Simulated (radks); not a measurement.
Valence configurations of Sm (all share [Xe]). All-electron calculation, scalar-relativistic Kohn-Sham, BLYP, spin-polarised, spherical densities, finite nucleus; open shells are filled with parallel spins first (spin-orbit coupling, left out, can overturn this in heavy ions); Fermi nuclear charge, rms radius 5.0819 fm. Program: a radial shooting solver on a logarithmic mesh with Libxc functionals. Energies are relative to 4f6 6s2; eigenvalues in eV for spin up.

valence,E (eV),moment (Bohr magnetons),e(4f),e(5d),e(6p),e(6s)
4f6 6s2,0.000,6,-3.375,-,-,-3.524
4f5 5d1 6s2,3.840,6,-8.991,-2.903,-,-4.004
4f5.5 6s2 6p0.5,2.061,6,-7.598,-,-1.632,-4.442
4f6 5d1 6s1,1.450,8,-2.178,-1.235,-,-3.364
4f5 6s2 6p1,6.075,6,-12.200,-,-2.138,-5.315
4f6 6s1.5 6p0.5,1.060,7,-3.999,-,-1.470,-4.024
4f6 5d0.5 6s1.5,0.764,7,-2.721,-1.450,-,-3.428
4f6.5 6s1.5,0.563,7,-0.518,-,-,-3.164

NIST lists [Xe] 4f6 6s2 as the ground configuration; this level of theory agrees among the configurations tried. The energies are those of spherical high-spin densities, not of single terms. No valid solution was reached for [Xe] 4f7 6s1; [Xe] 4f8.
